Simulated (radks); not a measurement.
Nb5+, configuration [Kr]. Calculated with a radial shooting solver on a logarithmic mesh with Libxc functionals: scalar-relativistic Kohn-Sham, LDA (Slater exchange, Perdew-Wang correlation), spin-unpolarised, spherical densities, point nucleus.

Normalised radial functions P(r) = r R(r), r in bohr:

r	2p	4s	4p
0.001395	0.0049	0.0451	0.0008
0.001802	0.0077	0.0566	0.0013
0.002327	0.0123	0.0706	0.0021
0.003006	0.0195	0.0875	0.0033
0.003883	0.0310	0.1075	0.0053
0.005016	0.0491	0.1305	0.0084
0.006479	0.0776	0.1559	0.0133
0.00837	0.1219	0.1822	0.0209
0.0109	0.1925	0.2076	0.0330
0.01408	0.2961	0.2257	0.0506
0.01819	0.4482	0.2306	0.0764
0.02349	0.6637	0.2134	0.1126
0.03035	0.9550	0.1639	0.1606
0.0392	1.3243	0.0746	0.2195
0.05063	1.7511	-0.0541	0.2826
0.06541	2.1793	-0.2051	0.3347
0.08449	2.5116	-0.3368	0.3497
0.1091	2.6267	-0.3851	0.2939
0.141	2.4310	-0.2855	0.1406
0.1821	1.9298	-0.0201	-0.1038
0.2352	1.2638	0.3298	-0.3729
0.3039	0.6506	0.5781	-0.5398
0.3925	0.2479	0.5231	-0.4720
0.5071	0.0649	0.1030	-0.1248
0.6603	0.0099	-0.5285	0.4102
0.8529	0.0009	-0.9986	0.8634
1.102	0.0000	-1.0820	1.0332
1.423	0.0000	-0.8059	0.8716
1.838	0.0000	-0.4175	0.5300
2.375	0.0000	-0.1435	0.2235
3.068	0.0000	-0.0299	0.0605
3.963	0.0000	-0.0034	0.0094

2p: eigenvalue -2413.2 eV, 0 radial nodes, <r> = 0.138 bohr, 90 % of the charge inside 0.225 bohr. 4s: eigenvalue -119.20 eV, 3 radial nodes at r = 0.0458, 0.185, 0.531 bohr, <r> = 1.12 bohr, 90 % of the charge inside 1.62 bohr. 4p: eigenvalue -94.133 eV, 2 radial nodes at r = 0.165, 0.542 bohr, <r> = 1.23 bohr, 90 % of the charge inside 1.80 bohr.
